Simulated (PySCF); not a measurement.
C₇H₈N (doublet state).
Z-matrix (Å and degrees, GFN2-xTB geometry), rows numbered from 1:
```
N 
C   1  1.3949
C   2  1.5055  1  118.69
C   3  1.3896  2  121.03  1  -131.47
C   4  1.3837  3  120.43  2   178.72
C   5  1.3847  4  120.16  3     0.07
C   6  1.3850  5  119.80  4     0.13
C   7  1.3824  6  120.01  5    -0.08
H   1  1.0178  2  112.26  3    -1.46
H   2  1.1087  1  106.53  3   123.61
H   2  1.1047  1  107.44  3  -126.60
H   4  1.0812  3  119.69  2    -0.95
H   5  1.0803  4  119.82  3  -179.86
H   6  1.0799  5  120.13  4  -179.97
H   7  1.0801  6  120.15  5   179.82
H   8  1.0817  3  119.37  2     1.78
```

The hyperfine couplings belong to this conformer and change with its torsions.

The species is `c1ccccc1C[NH]` [radical].

Method: PySCF, UKS B3LYP, pcH-1 on C H N, non-relativistic, mean-field spin-orbit, GIAO. Geometry: GFN2-xTB, one conformer, isolated molecule. A GFN2-xTB geometry isn't a minimum of the functional, and hyperfine couplings can be far from their values at a DFT geometry. No stability test was run, so a lower SCF solution isn't excluded.

Question: What is the g tensor, term by term?

Answer: 
| Δg (ppt) | 1 | 2 | 3 |
| --- | --- | --- | --- |
| relativistic mass correction | -0.20 | -0.20 | -0.20 |
| gauge correction | -0.01 | 0.03 | 0.03 |
| orbital Zeeman/spin–orbit | 0.02 | 1.64 | 5.33 |
| total | -0.19 | 1.47 | 5.15 |

So g = 2.00213, 2.00379, 2.00747 and g_iso = 2.00446; the tensor is rhombic: the two nearest values differ by 31 % of g3 − g1. 

Question: What are the electron Larmor frequencies g μB B/h along the three axes at 3350 mT?

Answer: 93.8746, 93.9524, 94.1251 GHz for g1, g2 and g3, a range of 250.5 MHz.

Question: At 93.737 GHz, how far is the centre of the isotropic spectrum from where a free electron (g = 2.002319) resonates?

Answer: B = hν/(g μB) with μB/h = 13.99624 MHz/mT gives 3344.77 mT for the free electron and 3341.19 mT at g_iso, 3.58 mT lower.

Question: Average each term over the three axes. Which is largest in size?

Answer: The orbital-Zeeman/spin–orbit term 2.33, the mass correction -0.20 and the gauge correction 0.02 ppt, for a total of 2.14 ppt. The orbital-Zeeman/spin–orbit term is the largest in size. The mass correction is the same along every axis, so the anisotropy comes from the other two: their spans along these axes are 0.04 (gauge) and 5.30 ppt (orbital Zeeman/spin–orbit).

Question: In a frozen sample, at which fields do the three g values resonate at 9.5, 34, 94 and 263 GHz (hyperfine left aside), and which band first spreads them over more than twice a line width of 1.0 mT?

Answer: 
```
band    GHz  B(g3) mT  B(g2) mT  B(g1) mT  spread mT
   X    9.5    338.11    338.74    339.02       0.90
   Q   34.0   1210.09   1212.32   1213.32       3.23
   W   94.0   3345.55   3351.70   3354.47       8.93
   J  263.0   9360.41   9377.62   9385.39      24.98
```

The spread grows in proportion to the frequency. Q band is the first where it exceeds 2.0 mT.

Largest spin populations (Mulliken): N1 (+0.96), C2 (-0.09), H10 (+0.08) and H11 (+0.07). No atom but N1 exceeds +0.15. The positive populations add up to 1.12 and the negative ones to -0.12, together 2S = 1.

The HOMO–LUMO gaps are 6.26 eV among the α and 4.39 eV among the β orbitals.
